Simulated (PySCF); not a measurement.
Potential energy of KO⁻ along the bond

Set-up: PySCF, spin-free X2C with a Gaussian nucleus, basis sets K aug-cc-pVDZ-X2C, O aug-cc-pVDZ-DK. Energies in eV from K + O⁻ in their ground configurations at the same level. State: ³Π (triplet), unpaired electrons σ ↑, π ↑.

| R (Å) | r²SCAN | BLYP | B3LYP | PBE0 |
| --- | --- | --- | --- | --- |
| 2.134 | -1.389 | -1.118 | -1.206 | -1.382 |
| 2.233 | -1.612 | -1.355 | -1.436 | -1.599 |
| 2.332 | -1.731 | -1.489 | -1.560 | -1.712 |
| 2.407 | -1.772 | -1.542 | -1.606 | -1.749 |
| 2.481 | -1.785 | -1.565 | -1.621 | -1.758 |
| 2.555 | -1.775 | -1.566 | -1.616 | -1.745 |
| 2.655 | -1.739 | -1.545 | -1.584 | -1.706 |
| 2.779 | -1.671 | -1.493 | -1.521 | -1.634 |
| 2.928 | -1.570 | -1.412 | -1.426 | -1.530 |
| 3.126 | -1.426 | -1.291 | -1.289 | -1.382 |

Question: Put a parabola through the three lowest points of the r²SCAN curve and estimate Re, k and ωe (reduced mass 11.34 u; 1 eV/Å² = 0.16022 mdyn/Å; ωe = 1302.8·√(k/μ) cm⁻¹).

Answer: Through R = 2.407, 2.481, 2.555 Å the second-order coefficient is 2.10 eV/Å², so Re ≈ 2.486 Å, k ≈ 0.673 mdyn/Å and ωe ≈ 317 cm⁻¹. A polynomial fit of higher order to the unrounded r²SCAN energies gives Re = 2.481 Å, k = 0.615 mdyn/Å, ωe = 303 cm⁻¹; anharmonicity and rounding make the difference.

The higher-order fit for each curve: r²SCAN: Re = 2.481 Å, ωe = 303 cm⁻¹, De = 1.78 eV; BLYP: Re = 2.523 Å, ωe = 279 cm⁻¹, De = 1.57 eV; B3LYP: Re = 2.494 Å, ωe = 296 cm⁻¹, De = 1.62 eV; PBE0: Re = 2.470 Å, ωe = 308 cm⁻¹, De = 1.76 eV.

For an ion De counts to the pair picked by the measured ionisation energies or electron affinities, which need not be the lowest pair at this level. Counting both spins, an empty level lies below a filled one in some of these solutions, because spin and occupation are held. The highest Kohn–Sham level is positive in this anion. Much of that is self-interaction error, but it also means that the finite basis helps to hold the extra electron. The state was picked by a PBE0 search and need not be the measured ground state.
